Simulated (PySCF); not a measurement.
In(Br)(Me)2, SMILES [Br][In]([CH3])[CH3], PBE0/def2-SVP optimised geometry.

```
10

In    -0.32    -0.08     0.00
Br     2.21    -0.08     0.00
C     -1.13     1.91     0.00
H     -1.78     2.06     0.88
H     -1.73     2.08    -0.91
H     -0.30     2.64     0.03
C     -1.11    -2.08     0.00
H     -2.21    -2.09    -0.08
H     -0.81    -2.58     0.94
H     -0.67    -2.64    -0.84
```

Density from PBE0/def2-TZVP, def2 effective core potentials past Kr run with PySCF at that geometry. The core electrons that the potentials of In replace are not part of the density.

Minimum of the electron density along straight lines between bonded atoms, close to the bond critical point (lines longer than 1.1 times the sum of covalent radii, or with two minima, are not listed):

```csv
bond,length / Å,ρ at the minimum / e bohr⁻³,∇²ρ there / e bohr⁻⁵,position (fraction from the first atom)
In1–Br2,2.529,0.067,0.14,0.47
In1–C3,2.151,0.100,0.14,0.52
C3–H4,1.100,0.267,-0.88,0.64
C3–H5,1.100,0.267,-0.88,0.64
C3–H6,1.098,0.270,-0.90,0.65
In1–C7,2.151,0.100,0.14,0.52
C7–H8,1.099,0.269,-0.89,0.64
C7–H9,1.100,0.267,-0.88,0.64
C7–H10,1.100,0.268,-0.88,0.64
```
